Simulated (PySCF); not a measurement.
C5H5F3N: g tensor and hyperfine couplings

C₅H₅F₃N (doublet state).
Z-matrix (Å and degrees, GFN2-xTB geometry), rows numbered from 1:
```
C 
C   1  1.5341
C   2  1.4648  1  110.61
N   3  1.3944  2  141.56  1   -55.19
C   3  1.3134  2  153.63  1   121.49
C   2  1.5275  1  110.69  3   121.86
F   6  1.3398  2  111.91  1    60.15
F   6  1.3419  2  112.06  1   179.84
F   6  1.3394  2  112.48  1   -60.08
H   1  1.0870  2  110.09  3   176.78
H   1  1.0879  2  110.23  3   -62.88
H   1  1.0864  2  109.26  3    56.61
H   2  1.0980  1  109.66  3  -119.78
H   5  1.0565  3  157.12  4  -179.58
```

The hyperfine couplings belong to this conformer and change with its torsions.

The species is `C[C@@H](C1=N[CH]1)C(F)(F)F` [radical].

Theory: PySCF 2.14.0, UKS B3LYP, pcH-1 on C F H N, non-relativistic, mean-field spin-orbit, GIAO. Isolated species at its GFN2-xTB geometry (one conformer only). A GFN2-xTB geometry isn't a minimum of the functional, and hyperfine couplings can be far from their values at a DFT geometry. Stability of the SCF solution: not tested.

- g1, g2, g3: 2.00209, 2.00281, 2.00506
- g_iso: 2.00332
- Form of g: rhombic: the two nearest values differ by 24 % of g3 − g1
- ⟨S²⟩: 0.7580 (exact 0.7500)
- α and β electrons: 35, 34
- Total energy: -547.71952 Eh

Isotropic coupling and dipolar principal values T1 to T3, in MHz; ρ(0) is the spin density at the nucleus:

| atom | isotope | a_iso | T1 | T2 | T3 | Mulliken spin population | ρ(0) (bohr⁻³) |
| --- | --- | --- | --- | --- | --- | --- | --- |
| C1 | 13C | 1.4 | -0.6 | 0.0 | 0.6 | 0.00 | 0.0012 |
| C2 | 13C | -3.6 | -1.0 | -0.3 | 1.2 | 0.01 | -0.0032 |
| C3 | 13C | -23.8 | -4.9 | 0.0 | 4.9 | -0.05 | -0.0212 |
| N4 | 14N | 27.6 | -40.8 | -37.7 | 78.6 | 0.77 | 0.0853 |
| C5 | 13C | 18.0 | -30.9 | -24.4 | 55.4 | 0.29 | 0.0160 |
| C6 | 13C | -1.9 | -0.5 | -0.3 | 0.8 | 0.00 | -0.0016 |
| F7 | 19F | -1.5 | -0.7 | -0.1 | 0.8 | 0.00 | -0.0004 |
| F8 | 19F | 4.8 | -2.8 | -2.1 | 4.9 | 0.00 | 0.0011 |
| F9 | 19F | 5.9 | -3.2 | -2.4 | 5.6 | 0.00 | 0.0014 |
| H10 | 1H | -1.3 | -0.9 | -0.8 | 1.7 | 0.00 | -0.0003 |
| H11 | 1H | -0.1 | -1.6 | -1.5 | 3.0 | 0.00 | 0.0000 |
| H12 | 1H | -0.2 | -2.2 | -2.0 | 4.1 | 0.00 | 0.0000 |
| H13 | 1H | 1.7 | -2.4 | -1.8 | 4.2 | 0.00 | 0.0004 |
| H14 | 1H | -31.2 | -16.3 | -1.3 | 17.6 | -0.02 | -0.0070 |

The largest Mulliken spin populations are on N4 (+0.77) and C5 (+0.29).

C5, the radical centre as drawn in `C[C@@H](C1=N[CH]1)C(F)(F)F`, holds a spin population of +0.29 out of 1.

Axes: g3 points within 7° of the C3–C5 bond.

Under fast tumbling the dipolar parts average out, and these isotropic splittings remain: 1 × 1H (H14, I = 1/2, 2 lines) with 1.11 mT, 1 × 14N (N4, I = 1, 3 lines) with 0.98 mT, 3 × 19F (F7/F8/F9, I = 1/2, 4 lines) with 0.11 mT and 1 × 1H (H13, I = 1/2, 2 lines) with 0.06 mT.

Class means assume fast exchange of nuclei equivalent by connectivity; if that motion is slow, each nucleus keeps its own coupling. The three 19F nuclei of mean +3.1 MHz run from -1.5 to 5.9 MHz in the frozen geometry.

The 13C coupling of C3 (-23.8 MHz) shows only in satellite lines or after enrichment, since that isotope makes up about 1.07 % of natural carbon.

Examples of negative spin density at the nucleus (bohr⁻³): C3 (-0.0212), H14 (-0.0070) and C2 (-0.0032).
